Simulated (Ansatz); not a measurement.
Isolated molecules relaxed with PBE0-D4/def2-TZVP in Ansatz; ΔE leaves out vibrations. CCSD(T)/CBS adds triple-zeta CCSD(T) − MP2 to the extrapolated MP2 energy (def2 sets, frozen cores). This one scheme is used for every species. DFT in def2-TZVPP. B3LYP here is the variant with VWN-RPA as its local correlation; programs differ in this. Each species was taken in one conformer, which may not be the lowest.

`C[Si]F` + `CNC` → `C[Si]N(C)C` + H–F  (ligand exchange at the Si–F bond)

`C[Si]F`:

Cartesian coordinates in Å:
```
C 0.508 -0.123 0.172
Si -1.354 -0.131 0.469
F -1.814 0.590 -0.907
H 1.068 -0.569 0.997
H 0.736 -0.673 -0.750
H 0.856 0.906 0.019
```

`CNC`:

```xyz
10

C     0.701   -0.699    0.693
N    -0.084    0.498    0.500
C    -0.549    0.648   -0.860
H     0.980   -0.797    1.744
H     1.625   -0.626    0.112
H     0.189   -1.627    0.382
H    -0.872    0.497    1.134
H     0.308    0.793   -1.524
H    -1.182    1.534   -0.942
H    -1.116   -0.220   -1.239
```

`C[Si]N(C)C`:

Z-matrix (Å, degrees):
```
C
Si 1 1.908
H 1 1.093 2 109.3
H 1 1.096 2 112.2 3 119.2
H 1 1.096 2 112.3 3 -119.3
N 2 1.719 1 101.5 3 179.9
C 6 1.449 2 118.4 1 180.0
C 6 1.444 2 129.9 1 0.0
H 7 1.097 6 111.1 2 -120.0
H 7 1.092 6 109.9 2 0.0
H 7 1.097 6 111.1 2 120.1
H 8 1.097 6 110.8 2 -120.5
H 8 1.088 6 111.2 2 -0.0
H 8 1.097 6 110.8 2 120.5
```

H–F:

```xyz
2

F    -0.103   -0.351    0.278
H     0.103    0.351   -0.278
```

```tsv
level	ΔE (kJ/mol)	difference from CCSD(T)/CBS
revPBE-D4	30.5	-10.5
B97M-V	55.3	14.3
CAM-B3LYP-D4	54.8	13.8
PBE-QIDH	41.4	0.4
B3LYP	63.9	22.9
r2SCANh	48.0	7.0
CCSD/def2-SVP	45.3	4.3
CCSD(T)/def2-SVP	39.3	-1.7
SCS-MP2/def2-TZVPP	42.6	1.6
CCSD/def2-TZVPP	47.6	6.6
CCSD(T)/CBS	41.0	0
```

Largest T1 diagnostic among the species: 0.014.

The D4 term adds −16.4 kJ/mol with B3LYP and −9.0 kJ/mol with PBE0; it sums over pairs of atoms, weighted by their polarisabilities, and B3LYP, whose exchange is more repulsive, gets the larger term. In def2-TZVPP, CCSD(T) changes the Hartree–Fock value by −39.1 kJ/mol (the triples alone add −7.4 kJ/mol) and MP2 by −46.8 kJ/mol.
